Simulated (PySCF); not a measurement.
C₆H₈N₂.
Structure used (GFN2-xTB), in Å, numbered top down from 1:
```
atom  x, y, z in Å
N1     3.293    1.011   -0.083
C2     2.421    0.292   -0.252
C3     1.302   -0.595   -0.443
C4     0.157   -0.244    0.518
C5    -0.403    1.162    0.242
C6    -1.728    0.848   -0.397
N7    -2.076   -0.360   -0.389
C8    -1.070   -1.162    0.261
H9     1.640   -1.621   -0.269
H10    0.959   -0.510   -1.478
H11    0.513   -0.343    1.545
H12   -0.561    1.733    1.159
H13    0.235    1.758   -0.412
H14   -2.359    1.606   -0.831
H15   -0.834   -2.018   -0.374
H16   -1.496   -1.547    1.191
```

Method: B3LYP/def2-SVPD in PySCF (dipole) on a GFN2-xTB geometry, gas phase.

Take the most abundant isotopes and a rigid rotor. The values belong to one conformer with, in the numbering `[N:1]#[C:2][CH2:3][C@H:4]1[CH2:5][CH:6]=[N:7][CH2:8]1`, C2–C3–C4–C5 64°, C3–C4–C5–C6 107°, C4–C5–C6–N7 8°, C6–N7–C8–C4 -8°, C3–C4–C8–N7 -107°.

(1) What are A, B and C (MHz)?

(2) What kind of rotor is it?

(3) Is it planar, by Δ = Ic − Ia − Ib?

(4) Give the other two planar moments, Paa and Pbb, and the rms extents of the mass along the axes.

(5) Which lines would a microwave search look for?

(6) Estimate the classical rotational partition function at 25 K, 200 K and 298.15 K.

Results:

(1) Ia = 94.22, Ib = 388.31, Ic = 442.78 u·Å²; 505379 MHz·u·Å²/I gives A = 5364, B = 1301, C = 1141 MHz.

(2) A near-prolate asymmetric top. Ray's parameter κ = (2B − A − C)/(A − C) = -0.924; −1 is the prolate and +1 the oblate limit.

(3) Not planar: Δ = Ic − Ia − Ib = -39.76 u·Å². For a rigid frame Δ = −2 Σ m c², so Σ m c² = 19.88 u·Å² lies off the ab plane: 8.54 from hydrogen and 11.34 from heavier atoms. The atom farthest from that plane is 1.59 Å away.

(4) Paa = Σ m a² = (Ib + Ic − Ia)/2 = 368.43 and Pbb = Σ m b² = (Ia + Ic − Ib)/2 = 74.35 u·Å². With the mass M = 108.07 u, the rms extents √(P/M) along a, b and c are 1.85, 0.83, 0.43 Å.

(5) The dipole components are |μa| = 1.83 D, |μb| = 0.98 D, |μc| = 0.38 D. The squared components, which scale the intensities, stand as 1.00 : 0.29 : 0.04 (a : b : c). Some lines, for components of 0.1 D or more:

```json
{"type": "a", "branch": "Q", "J(Ka,Kc)": "2(1,1) ← 2(1,2)", "MHz": "480", "lower level (cm⁻¹)": "0.375"}
{"type": "a", "branch": "Q", "J(Ka,Kc)": "3(1,2) ← 3(1,3)", "MHz": "960", "lower level (cm⁻¹)": "0.611"}
{"type": "b", "branch": "R", "J(Ka,Kc)": "3(0,3) ← 2(1,2)", "MHz": "3403", "lower level (cm⁻¹)": "0.375"}
{"type": "c", "branch": "Q", "J(Ka,Kc)": "1(1,1) ← 1(0,1)", "MHz": "4062", "lower level (cm⁻¹)": "0.081"}
{"type": "b", "branch": "Q", "J(Ka,Kc)": "1(1,0) ← 1(0,1)", "MHz": "4222", "lower level (cm⁻¹)": "0.081"}
{"type": "b", "branch": "R", "J(Ka,Kc)": "1(1,1) ← 0(0,0)", "MHz": "6505", "lower level (cm⁻¹)": "0.000"}
{"type": "b", "branch": "R", "J(Ka,Kc)": "2(1,2) ← 1(0,1)", "MHz": "8788", "lower level (cm⁻¹)": "0.081"}
{"type": "c", "branch": "R", "J(Ka,Kc)": "2(1,1) ← 1(0,1)", "MHz": "9268", "lower level (cm⁻¹)": "0.081"}
{"type": "c", "branch": "Q", "J(Ka,Kc)": "3(2,2) ← 3(1,2)", "MHz": "11949", "lower level (cm⁻¹)": "0.643"}
{"type": "c", "branch": "R", "J(Ka,Kc)": "3(1,2) ← 2(0,2)", "MHz": "11953", "lower level (cm⁻¹)": "0.244"}
{"type": "b", "branch": "Q", "J(Ka,Kc)": "2(2,0) ← 2(1,1)", "MHz": "12191", "lower level (cm⁻¹)": "0.391"}
{"type": "c", "branch": "R", "J(Ka,Kc)": "2(2,1) ← 1(1,1)", "MHz": "17392", "lower level (cm⁻¹)": "0.217"}
{"type": "b", "branch": "R", "J(Ka,Kc)": "3(2,2) ← 2(1,1)", "MHz": "19515", "lower level (cm⁻¹)": "0.391"}
{"type": "c", "branch": "R", "J(Ka,Kc)": "3(2,2) ← 2(1,2)", "MHz": "19995", "lower level (cm⁻¹)": "0.375"}
{"type": "b", "branch": "Q", "J(Ka,Kc)": "3(3,0) ← 3(2,1)", "MHz": "20690", "lower level (cm⁻¹)": "1.042"}
{"type": "c", "branch": "R", "J(Ka,Kc)": "3(3,1) ← 2(2,1)", "MHz": "28042", "lower level (cm⁻¹)": "0.797"}
{"type": "b", "branch": "R", "J(Ka,Kc)": "3(3,0) ← 2(2,1)", "MHz": "28042", "lower level (cm⁻¹)": "0.797"}
```

(6) Point group C1, symmetry number σ = 1; q = (√π/σ)·√((kT/h)³/(ABC)), k/h = 20836.6 MHz/K: 7470 at 25 K, 169000 at 200 K, 307000 at 298.15 K.

Stationary, but not proved a minimum. Zero-point vibration and centrifugal distortion are left out. Quadrupole hyperfine structure (14N) is left out.
